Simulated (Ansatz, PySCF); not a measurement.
Reaction (SMILES): [Li][F] -> Li atom + F atom (the F-Li bond at the site shown breaks; other sites are not compared here)
Each molecule is optimised on its own at B3LYP-D3(BJ)/def2-TZVP (Ansatz, a first-principles code).

Quantity: bond dissociation energy (electronic energy difference), in kJ/mol. Correlated levels leave the core frozen unless marked. UHF or UKS for open shells. Spin-orbit coupling is left out. Non-relativistic. CBS marks a two-point X^-3 extrapolation of the correlation energy; Hartree-Fock from the larger set.

```
level                                        program  bond dissociation energy (kJ/mol)
------------------------------------  --------------  ---------------------------------
M06-2X/def2-TZVPD                              PySCF                              569.9
MN15/def2-TZVPD                                PySCF                                [?]
B2PLYP-D3(BJ)/def2-TZVPD              Ansatz + dftd3                                [?]
SCS-MP2/6-31G                                 Ansatz                              477.9
SCS-MP2/def2-QZVPP                            Ansatz                              577.3
CCSD/6-31G*                                   Ansatz                              517.2
CCSD(T)/CBS(def2-TZVPPD,def2-QZVPPD)          Ansatz                                [?]
```

Task: Some entries are withheld; supply them.

Result: 
- MN15/def2-TZVPD, bond dissociation energy (kJ/mol): 592.2
- B2PLYP-D3(BJ)/def2-TZVPD, bond dissociation energy (kJ/mol): 569.5
- CCSD(T)/CBS(def2-TZVPPD,def2-QZVPPD), bond dissociation energy (kJ/mol): 575.0
